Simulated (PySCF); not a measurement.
Ligand exchange on a metal centre used in film growth or etching (Zr Cl-NH2). All species are isolated molecules in the gas phase. One relaxed conformer stands for each flexible species; it need not be the lowest.

These are PBE-D3(BJ)/def2-TZVP // TPSS-D3(BJ)/def2-SVP in PySCF values and carry that method's errors. All candidates: neutral, multiplicity 1. 

```
Property          Value
-------------  --------
HOMO–LUMO gap   4.55 eV
LUMO           -1.43 eV
HOMO           -5.97 eV
```

Question: Identify which member has these values.
(A) [Zr(Cl)(NH2)3]
(B) [Zr(Cl)3(NH2)]
(C) [Zr(Cl)4]
(D) [Zr(Cl)2(NH2)2]

Answer: A, [Zr(Cl)(NH2)3]. The others give [Zr(Cl)3(NH2)]: 3.89 eV, -3.12 eV, -7.02 eV; [Zr(Cl)2(NH2)2]: 3.75 eV, -2.66 eV, -6.41 eV; [Zr(Cl)4]: 4.77 eV, -3.57 eV, -8.34 eV
